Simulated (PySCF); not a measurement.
A PySCF script (with the pyscf-properties extension) for the NMR shieldings of SMILES FC(F)(F)C(F)(F)CC[Si@@H]1CCC[SiH2]1, C7H13F5Si2, on a PBE0-D3(BJ)/def2-SVP geometry:

```python
import basis_set_exchange as bse
import numpy as np
from pyscf import gto, dft
from pyscf.prop import nmr

atoms = """
F     3.766589    0.937248   -1.797437
C     3.214859    0.123147   -0.911896
F     2.219643   -0.531515   -1.505544
F     4.124721   -0.766683   -0.523271
C     2.703178    0.912269    0.308053
F     3.754484    1.631682    0.755894
F     1.778408    1.788563   -0.152241
C     2.150384    0.083978    1.444074
C     0.872341   -0.703060    1.171900
Si   -0.696124    0.272926    0.711645
C    -2.243230   -0.821283    0.934911
C    -3.324037   -0.371051   -0.059197
C    -2.791943   -0.316971   -1.499668
Si   -1.191806    0.726496   -1.532014
H     1.991958    0.808012    2.259664
H     2.966464   -0.580625    1.768467
H     1.039403   -1.485015    0.414370
H     0.613244   -1.240283    2.100241
H    -0.776208    1.483003    1.593393
H    -1.952802   -1.866241    0.718882
H    -2.617053   -0.807331    1.971458
H    -3.686981    0.631959    0.231268
H    -4.204055   -1.034746    0.000303
H    -2.533347   -1.336033   -1.838893
H    -3.554722    0.061852   -2.198044
H    -1.480380    2.170588   -1.800718
H    -0.214429    0.240887   -2.552000
"""
names = dict.fromkeys(["F", "C", "Si", "H"], "pcSseg-1")
basis = {el: gto.basis.parse(bse.get_basis(n, elements=[el], fmt="nwchem")) for el, n in names.items()}
mol = gto.M(atom=atoms, basis=basis, charge=0, verbose=0)
mf = dft.RKS(mol, xc="PBE0")
mf.grids.level = 2
mf.grids.alignment = dft.numint.BLKSIZE   # the property module wants whole blocks of grid points
mf.conv_tol = 1e-9
mf.kernel()

calc = nmr.RKS(mf)   # GIAO
C = mf.mo_coeff
Co = C[:, mf.mo_occ > 0]
resp = mf.gen_response(singlet=True, hermi=2)
def vind(x):   # induced exchange potential for any number of trial vectors
    d = np.einsum("pi,xij,qj->xpq", C, 2 * x.reshape(-1, C.shape[1], Co.shape[1]), Co, optimize=True)
    return np.einsum("xpq,pi,qj->xij", resp(d - d.transpose(0, 2, 1)), C, Co, optimize=True).ravel()
mo1, _ = nmr.rhf.solve_mo1(calc, with_cphf=vind)
sigma = calc.kernel(mo1)
for i, s in enumerate(sigma):   # ppm
    print("%2d %-2s %9.2f" % (i, mol.atom_pure_symbol(i), np.trace(s) / 3))
```

**Question.** What are the results?

**Answer.** 
```
 0 F     277.76
 1 C      59.44
 2 F     265.69
 3 F     274.45
 4 C      64.82
 5 F     302.75
 6 F     311.01
 7 C     152.56
 8 C     178.67
 9 Si    374.91
10 C     168.56
11 C     157.86
12 C     172.70
13 Si    416.02
14 H      29.29
15 H      28.92
16 H      30.33
17 H      30.31
18 H      27.19
19 H      31.15
20 H      29.95
21 H      30.29
22 H      29.04
23 H      30.85
24 H      29.98
25 H      27.54
26 H      27.48
```

These numbers come from an equivalent density-fitted implementation of the same equations, which agrees with the script to about 0.01 ppm for H and up to a few tenths of a ppm for heavy atoms, so last digits may differ.

**Question.** Turn these shieldings into chemical shifts. Scale: CFCl3 for 19F (σ = 177.25 ppm); TMS for 13C (σ = 184.41 ppm), 29Si (σ = 351.99 ppm), 1H (σ = 31.27 ppm) (reference shieldings calculated alike).

**Answer.** Averaging equivalent atoms: F 0/2/3: -95.4; F 5: -125.5; F 6: -133.8; C 1: 125.0; C 4: 119.6; C 7: 31.8; C 11: 26.6; C 10: 15.8; C 12: 11.7; C 8: 5.7; Si 9: -22.9; Si 13: -64.0; H 18: 4.08; H 26: 3.79; H 25: 3.73; H 15: 2.35; H 22: 2.23; H 14: 1.97; H 20: 1.31; H 24: 1.29; H 21: 0.98; H 17: 0.96; H 16: 0.94; H 23: 0.41; H 19: 0.11 ppm. Unscaled 19F shifts against computed CFCl3 carry errors that often reach 10 to 50 ppm.

Size and cost of the density-fitted run: 317 basis functions; peak memory 2.4 GiB.
